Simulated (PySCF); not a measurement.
## Ne⁸⁺: ionisation energy

Ne⁸⁺ 1s2 → Ne⁹⁺ 1s1 [1s1/2^1, M_J = 1/2], as a difference of total energies. Computed with PySCF 2.14 in an uncontracted even-tempered set (16 s from 3.9 bohr⁻², ratio 2.4; 8 p from 5.1 bohr⁻², ratio 2.4; 3 d from 17 bohr⁻², ratio 2.6; 3 f from 25 bohr⁻², ratio 2.6), with the two-component X2C-1e Hamiltonian. Correlated levels: nothing frozen; the 30 highest virtual spinors dropped. "Screened" scales the spin-orbit matrix elements by Boettger's factors to mimic the two-electron term; Breit and QED terms are absent.

```
                    method  ionisation energy (eV)
 GHF (screened spin-orbit)                  1194.9
GMP2 (screened spin-orbit)                  1196.0
```

For comparison: 1195.8 eV (theoretical estimate listed by NIST; NIST Atomic Spectra Database, ionization energies).
